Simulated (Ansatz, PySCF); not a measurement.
Molecule: GaCl2, charge 0, multiplicity 2. It need not be the lowest isomer of its formula. 
Geometry from a B3LYP-D3(BJ)/def2-TZVP (Ansatz, an electronic-structure program) optimisation:
```
Ga
Cl 1 2.1845
Cl 1 2.1845 2 119.12
```
Charge 0, spin multiplicity 2.

Dipole moments at this geometry, in debye (magnitudes).

```
level                 program  dipole (D)
--------------------  -------  ----------
HF/def2-TZVPD           PySCF        2.20
PBE/def2-TZVPD         Ansatz        1.70
BLYP/def2-TZVPD        Ansatz        1.72
B97M-V/def2-TZVPD      Ansatz        1.81
B3LYP/def2-TZVPD       Ansatz        1.88
BHLYP/def2-TZVPD       Ansatz        2.07
TPSSh/def2-TZVPD        PySCF         ___
PW6B95/def2-TZVPD       PySCF        1.92
M06-2X/def2-TZVPD       PySCF        1.98
CAM-B3LYP/def2-TZVPD    PySCF        1.97
LC-wPBE/def2-TZVPD     Ansatz        2.02
wB97M-V/def2-TZVPD     Ansatz        1.94
wB97X-V/def2-TZVPD     Ansatz        1.98
CCSD(T)/def2-SVPD      Ansatz         ___
```

Question: Fill in the missing entries.

Answer: 
- TPSSh/def2-TZVPD, dipole (D): 1.85
- CCSD(T)/def2-SVPD, dipole (D): 1.94
